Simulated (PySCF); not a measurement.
SMILES F[Si]([SeH])([SeH])[SeH] (H3FSe3Si), PBE0/def2-SVP optimised geometry.

```
8

F     -1.57     1.29    -0.08
Si     0.02     0.98     0.00
Se     0.97     1.67     1.94
Se     0.10    -1.29     0.00
Se     0.85     2.09    -1.80
H      1.04     3.08     1.50
H      1.57    -1.29     0.00
H      2.23     1.93    -1.33
```

Density from PBE0/def2-TZVP in PySCF 2.14.0 at that geometry.

Minimum of the electron density along straight lines between bonded atoms, close to the bond critical point (lines longer than 1.1 times the sum of covalent radii, or with two minima, are not listed):

```json
[
 {"bond": "F1–Si2", "length / Å": "1.624", "ρ at the minimum / e bohr⁻³": "0.132", "∇²ρ there / e bohr⁻⁵": "0.88", "position (fraction from the first atom)": "0.58"},
 {"bond": "Si2–Se3", "length / Å": "2.263", "ρ at the minimum / e bohr⁻³": "0.096", "∇²ρ there / e bohr⁻⁵": "-0.02", "position (fraction from the first atom)": "0.35"},
 {"bond": "Si2–Se4", "length / Å": "2.272", "ρ at the minimum / e bohr⁻³": "0.096", "∇²ρ there / e bohr⁻⁵": "-0.03", "position (fraction from the first atom)": "0.35"},
 {"bond": "Si2–Se5", "length / Å": "2.275", "ρ at the minimum / e bohr⁻³": "0.095", "∇²ρ there / e bohr⁻⁵": "-0.03", "position (fraction from the first atom)": "0.35"},
 {"bond": "Se3–H6", "length / Å": "1.473", "ρ at the minimum / e bohr⁻³": "0.174", "∇²ρ there / e bohr⁻⁵": "-0.32", "position (fraction from the first atom)": "0.63"},
 {"bond": "Se4–H7", "length / Å": "1.472", "ρ at the minimum / e bohr⁻³": "0.174", "∇²ρ there / e bohr⁻⁵": "-0.31", "position (fraction from the first atom)": "0.63"},
 {"bond": "Se5–H8", "length / Å": "1.471", "ρ at the minimum / e bohr⁻³": "0.174", "∇²ρ there / e bohr⁻⁵": "-0.31", "position (fraction from the first atom)": "0.63"}
]
```
